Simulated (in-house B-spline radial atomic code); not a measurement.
A fraction x of an electron is removed from 3d in Ga V (Ga4+), starting from [Ar] 3d9 and keeping the highest spin. All numbers are computed (scalar-relativistic (X2C) r2SCAN0, spin-polarised, spherical fractional occupations; Fermi nucleus of rms radius 3.9973 fm) with a radial B-spline atomic code at the basis-set limit, not measured.

Caution: exact exchange at fractional occupations of open shells leaves self-interaction of up to several eV.

```
   x  E(x) - E(0) (eV)  3d down level (eV)
   0            0.0000             -77.439
0.01            0.7755             -77.661
0.16           12.6763             -81.023
0.25           20.0600             -83.061
0.43           35.3810             -87.182
 0.5           41.5404             -88.801
0.59           49.6266             -90.895
0.73           62.5816             -94.182
0.85           74.0538             -97.026
   1           88.8766            -100.617
```

The exact functional would give a straight line between the two integer points. Deviations E(x) - E(0) - x[E(1) - E(0)], in eV: -0.113 at x = 0.01, -1.544 at x = 0.16, -2.159 at x = 0.25, -2.836 at x = 0.43, -2.898 at x = 0.5, -2.811 at x = 0.59, -2.298 at x = 0.73, -1.491 at x = 0.85.

The curve lies below the straight line by up to 2.898 eV (at x = 0.5): convex, the delocalisation error, to which spherically averaged exact exchange adds.

Q: How well does Slater's transition state (minus the level at half occupation) give the ionisation energy?

A: It gives 88.801 eV against 88.877 eV from the two total energies; NIST lists 86.01 eV, ground level to ground level. The end point has an open shell averaged over its orbitals, so its exact exchange keeps a self-interaction and this is no true integer point.
